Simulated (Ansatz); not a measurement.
The cluster Al2Sb2⁺, relaxed as a quartet with UKS PBE-D4/def2-SVP in Ansatz, starting from the PBE-D4/def2-SVP geometry of the charge +1 doublet. Force threshold 0.02 eV/Å.

In the def2 sets Sb takes a core potential; there is no spin–orbit coupling. The relaxation made no stability test and no search for a lower SCF solution. At PBE-D4/def2-SVP a doublet of charge 1 lies 1.16 eV below the quartet, each at its own geometry. The structure comes from a short search, and lower isomers may exist.

Start:

```csv
atom,x (Å),y (Å),z (Å)
Al1,0.8472,-1.3054,-1.5842
Al2,0.9904,1.0995,-0.4725
Sb3,-0.7709,1.3402,1.5191
Sb4,-1.0667,-1.1343,0.5375
```

Q: Estimate the energy that the relaxation releases and the steps that it takes.

A: 25.0 kJ/mol, in 5 steps; 7.5 s on 4 threads of Arm Neoverse V2 on a shared host. No frequencies were taken in this run, so the end may be a saddle point.

Q: Does the start keep its bonding and symmetry?

A: By distances, no bond broke or formed. The bond that changes most is Sb3–Sb4, from 2.68 to 2.94 Å (atoms count from 1). Point group Cs at the start, Cs at the end, both within 0.05 Å.

Q: Predict the relaxed structure.

A: 
Cartesian coordinates in Å:
```
Al 0.826 -1.319 -1.570
Al 1.003 1.136 -0.465
Sb -0.750 1.450 1.554
Sb -1.079 -1.268 0.481
```
Bond lengths (bridged metal pairs left out): 2 × Al–Sb 2.69 to 2.80 Å; 1 × Al–Al 2.70 Å; 1 × Sb–Sb 2.94 Å.
